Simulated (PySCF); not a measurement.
A PySCF script (with the pyscf-properties extension) for the NMR shieldings of SMILES [SiH3]O[Si@@H]([SiH2]CC)C#N, C3H11NOSi3, on a PBE0-D3(BJ)/def2-SVP geometry:

```python
import basis_set_exchange as bse
import numpy as np
from pyscf import gto, dft
from pyscf.prop import nmr

atoms = """
C    -2.938809   -0.498708   -0.438034
C    -2.237931    0.056184    0.799310
Si   -0.540790   -0.707269    1.119055
Si    0.819860   -0.355987   -0.761567
C     0.384958    1.374120   -1.332892
N     0.048196    2.447995   -1.617231
O     2.431403   -0.411248   -0.414392
Si    3.772937    0.435955    0.093031
H    -2.372140   -0.281468   -1.358380
H    -3.067154   -1.591313   -0.381822
H    -3.938331   -0.055698   -0.566785
H    -2.851099   -0.102212    1.703034
H    -2.098660    1.147078    0.709355
H     0.147285   -0.068745    2.285105
H    -0.641459   -2.179715    1.374301
H     0.538666   -1.236503   -1.928353
H     4.577163   -0.456285    0.973741
H     3.350930    1.649724    0.853269
H     4.583958    0.841403   -1.090318
"""
names = dict.fromkeys(["C", "Si", "N", "O", "H"], "pcSseg-1")
basis = {el: gto.basis.parse(bse.get_basis(n, elements=[el], fmt="nwchem")) for el, n in names.items()}
mol = gto.M(atom=atoms, basis=basis, charge=0, verbose=0)
mf = dft.RKS(mol, xc="PBE0")
mf.grids.level = 2
mf.grids.alignment = dft.numint.BLKSIZE   # the property module wants whole blocks of grid points
mf.conv_tol = 1e-9
mf.kernel()

calc = nmr.RKS(mf)   # GIAO
C = mf.mo_coeff
Co = C[:, mf.mo_occ > 0]
resp = mf.gen_response(singlet=True, hermi=2)
def vind(x):   # induced exchange potential for any number of trial vectors
    d = np.einsum("pi,xij,qj->xpq", C, 2 * x.reshape(-1, C.shape[1], Co.shape[1]), Co, optimize=True)
    return np.einsum("xpq,pi,qj->xij", resp(d - d.transpose(0, 2, 1)), C, Co, optimize=True).ravel()
mo1, _ = nmr.rhf.solve_mo1(calc, with_cphf=vind)
sigma = calc.kernel(mo1)
for i, s in enumerate(sigma):   # ppm
    print("%2d %-2s %9.2f" % (i, mol.atom_pure_symbol(i), np.trace(s) / 3))
```

Question: Give the expected output.

Answer: 
```
 0 C     172.20
 1 C     182.36
 2 Si    416.65
 3 Si    386.28
 4 C      57.01
 5 N    -107.37
 6 O     337.23
 7 Si    385.45
 8 H      30.53
 9 H      30.41
10 H      29.82
11 H      30.37
12 H      30.14
13 H      27.33
14 H      27.47
15 H      25.75
16 H      26.33
17 H      26.13
18 H      26.23
```

These numbers come from an equivalent density-fitted implementation of the same equations, which agrees with the script to about 0.01 ppm for H and up to a few tenths of a ppm for heavy atoms, so last digits may differ.

Question: Turn these shieldings into chemical shifts. Scale: ¹³C (184.41 ppm), ²⁹Si (351.99 ppm), ¹H (31.27 ppm) against TMS; NH3 for ¹⁵N (265.67 ppm); ¹⁷O (334.56 ppm) against H2O (reference shieldings calculated alike).

Answer: Averaging equivalent atoms: C 4: 127.4; C 0: 12.2; C 1: 2.0; Si 7: -33.5; Si 3: -34.3; Si 2: -64.7; N 5: 373.0; O 6: -2.7; H 15: 5.52; H 16/17/18: 5.04; H 13: 3.94; H 14: 3.80; H 12: 1.13; H 8/9/10: 1.01; H 11: 0.90 ppm. Experimental scales use liquid or dissolved standards, which lie at an offset from isolated NH3 (liquid NH3: subtract about 20 ppm) and H2O (liquid H2O: subtract about 36 ppm). Unscaled 15N shifts of sp2 nitrogen come out 20 to 40 ppm too high even then.

Size and cost of the density-fitted run: 212 basis functions, 79 s wall time on 1 thread of an Arm Neoverse N1, shared host; peak memory 0.97 GiB.
